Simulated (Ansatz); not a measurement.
`CO[B](F)[GaH2]` + silanol → `COB(F)O[SiH3]` + `[GaH3]` at 500 K and 1 bar (cleavage of the B–Ga bond).

Computed with Ansatz on PBE0-D4/def2-TZVP structures; ΔE is electronic, products minus reactants. CCSD(T)/CBS adds triple-zeta CCSD(T) − MP2 to the extrapolated MP2 energy (def2 sets, frozen cores). For Ga outer-core shells are correlated without core-valence functions, which leaves a few kJ/mol of doubt a bond. Scalar relativity is left out up to krypton. Each species was taken in one conformer, which may not be the lowest.

| species | CCSD(T)/CBS energy (Eh) | H − E (kJ/mol) | S (J/(mol·K)) |
| --- | --- | --- | --- |
| `CO[B](F)[GaH2]` | -2164.83172 | 212.8 | 435.1 |
| `O[SiH3]` | -366.69042 | 127.5 | 292.9 |
| `COB(F)O[SiH3]` | -605.86989 | 263.9 | 455.5 |
| `[GaH3]` | -1925.70545 | 69.3 | 243.1 |

H − E and S are ideal-gas, rigid-rotor, harmonic terms from PBE0-D4/def2-TZVP, for one conformer and one mirror image of each species. 1 Eh = 2625.50 kJ/mol, R = 8.31446 J/(mol·K).

Task: By hand: ΔE, ΔH, ΔS and ΔG.

Result: ΔE = (-605.86989) + (-1925.70545) − (-2164.83172) − (-366.69042) = -0.05320 Eh = -139.7 kJ/mol. Δ(H − E) = 263.9 + 69.3 − 212.8 − 127.5 = -7.1, so ΔH = -146.8 kJ/mol. ΔS = 455.5 + 243.1 − 435.1 − 292.9 = -29.4 J/(mol·K). ΔG = -146.8 − 500 × (-29.4)/1000 = -132.1 kJ/mol.

Task: By hand: the equilibrium constant, and the temperature at which ΔG would vanish if ΔH and ΔS stayed fixed.

Result: log₁₀ K = −ΔG/(RT ln 10) = 13.8. ΔG = 0 at ΔH/ΔS = 4993 K, far beyond where these terms or the molecules hold.

ΔH outweighs TΔS. A doubt of 5 kJ/mol in ΔE shifts log₁₀ K by 0.5 here. Other conformers and mirror images would add mixing entropy, several J/(mol·K) or more a flexible species. Modes under 60 cm⁻¹, often nearly free rotors, make the harmonic entropy too high. These are equilibria of isolated gas molecules and say nothing of rates. Largest T1 diagnostic: 0.014 (customary marks: 0.02 for closed shells, 0.045 for open ones).
